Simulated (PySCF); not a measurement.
**RhCl2: bending curve**

Computed with PySCF, UPBE, basis Rh def2-SVP with ECP28, Cl def2-SVP (scalar-relativistic core potentials, no spin–orbit coupling, density fitting).

Rigid scan from the quartet minimum (Rh–Cl 2.231 Å (×2); Cl–Rh–Cl 180.0°). Coordinate: the Cl–Rh–Cl angle, bonds fixed. Energies in kJ/mol from the minimum.

(1) Predict the curve at 80, 90, 100, 110, 120, 130, 140, 150, 160, 170, 180.

## Answers

(1) 
```tsv
bond angle (°)	E (kJ/mol)	dipole size (D)	⟨S²⟩
80	135.8	3.18	3.75
90	93.8	2.86	3.75
100	68.3	2.54	3.75
110	51.4	2.23	3.75
120	39.7	1.94	3.75
130	30.1	1.64	3.75
140	20.2	1.29	3.75
150	11.5	0.95	3.75
160	5.1	0.62	3.75
170	1.2	0.31	3.75
180	0.0	0.00	3.75
```

Other spin states or occupations of the open shell can lie lower.

Other isomers or separated fragments may lie lower.
